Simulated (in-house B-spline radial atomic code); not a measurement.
A fraction x of an electron is moved 4d → 5f in the terbium ion Tb²⁺, starting from [Xe] 4f9 and keeping the highest spin. Method: scalar-relativistic (X2C) HSE06, spin-polarised, spherical fractional occupations, Fermi nucleus of rms radius 5.06 fm. Calculated with an all-electron radial atomic-structure program (B-spline basis).

Caution: exact exchange at fractional occupations of open shells leaves self-interaction of up to several eV.

```
    x  E(x) - E(0) (eV)  4d down level (eV)  5f up level (eV)
    0            0.0000            -162.766                 -
0.125           19.8799            -164.240            -4.716
 0.25           39.8920            -165.747            -5.052
0.375                 ?                   ?                 ?
  0.5                 ?                   ?                 ?
0.625          100.8785            -170.367            -5.740
 0.75          121.5426            -171.930            -5.931
0.875          142.3792            -173.500            -6.112
    1          163.3902            -175.074            -6.285
```

Question: What belongs in the row x = 0.375?

Answer: An energy change of 60.0575 eV; 4d down at -167.272 eV, 5f up at -5.309 eV.

Question: What belongs in the row x = 0.5?

Answer: An energy change of 80.3847 eV; 4d down at -168.813 eV, 5f up at -5.535 eV.

Question: Check Janak's theorem between x = 0.125 and 0.25.

Answer: The slope of the energy is 160.10 eV; the orbital levels give 160.11 eV (ε of the receiving orbital less ε of the emptying one, averaged over the two points).
